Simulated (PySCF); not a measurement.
An unknown is described by computed data only.

Formula: C3H8F2Si.

* Polarisability: 63.5 au [PBE0/def2-SVPD]
* 13C NMR: chemical shifts (computed TMS as zero) by class: 91.8 (1 C), 30.1 (1 C), 14.2 (1 C) ppm [GIAO PBE0/pcSseg-1]
* XPS: Si2p3/2 108.0, C1s 290.7, C1s 291.0, C1s 292.5, F1s 692.2, F1s 692.4, Si1s 1847.9 eV [ΔSCF SCAN, pcX-2 on the ionised atom, pcseg-1 elsewhere, spin-free X2C, 2p3/2 from a spin–orbit splitting computed afterwards within the 2p shell]
* Dipole: 0.52 D [PBE0/def2-SVPD]
* Triplet: lowest triplet excitation (Tamm–Dancoff): 6.30 eV [TDA PBE0/def2-SVPD]
* Rotational structure: rotational constants A, B, C: 4.496, 1.635, 1.286 GHz [GFN2-xTB]

Electronic properties: PySCF, gas phase, density fitting. Levels stand in brackets. The structure is a single GFN2-xTB conformer in the gas phase; no vibrational or solvent corrections. Each NMR value is the plain mean over a class of atoms that symmetry, rotation or inversion makes alike.

Task: What is the compound? Reason from the data.

Result: Numbering: `[CH3:1][CH2:2][C@@H:3]([F:4])[SiH2:5][F:6]`. Its formula, C3H8F2Si, gives 0 degrees of unsaturation, so no ring and no π bond. 3 carbons fall into 3 classes; from least to most shielded: sp3 C–F carbon [C3] (91.8 ppm), chain CH2 carbon [C2] (30.1 ppm), methyl carbon [C1] (14.2 ppm). The core levels belong to: Si2p3/2 108.0 eV, fluorine-bound silicon [Si5]; C1s 290.7 eV, methyl carbon [C1]; C1s 291.0 eV, chain CH2 carbon [C2]; C1s 292.5 eV, sp3 C–F carbon [C3]; F1s 692.2 eV, alkyl fluorine [F4]; F1s 692.4 eV, silicon-bound fluorine [F6]; Si1s 1847.9 eV, fluorine-bound silicon [Si5]. The optimised geometry has point group C1 and is an asymmetric top. Structure: `CC[C@@H](F)[SiH2]F`. Computed isomers that give other values at the same levels: `C[C@@H](F)C[SiH2]F` (13C chemical shifts (computed TMS as zero) by class: 90.7 (1 C), 28.9 (1 C), 27.4 (1 C) ppm); `CCC[SiH](F)F` (13C chemical shifts (computed TMS as zero) by class: 22.3 (1 C), 20.4 (1 C), 17.9 (1 C) ppm). The assignments are read from this structure; whether some other isomer fits the data as well wasn't checked. The mirror image fits equally.

Shape of the structure used: `[CH3:1][CH2:2][C@@H:3]([F:4])[SiH2:5][F:6]`: C1–C2–C3–F4 65°, C2–C3–Si5–F6 61°.
